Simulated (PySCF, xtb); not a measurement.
C5H3Br, SMILES C#CC(Br)=C=C.

GFN2-xTB run with xtb at its own geometry gives an orbital gap of 3.58 eV and a dipole moment of 3.31 D.

The structure is a stationary point at PBE0-D3(BJ)/def2-SVP. This is a generated structure with no PubChem entry under its InChIKey; it may be hypothetical.

Q: What does PySCF with PBE/def2-TZVP give? (Estimate from the structure and the level; the computed values follow.)

A: gap 3.54 eV (levels -6.01 and -2.47 eV), dipole 1.65 D.
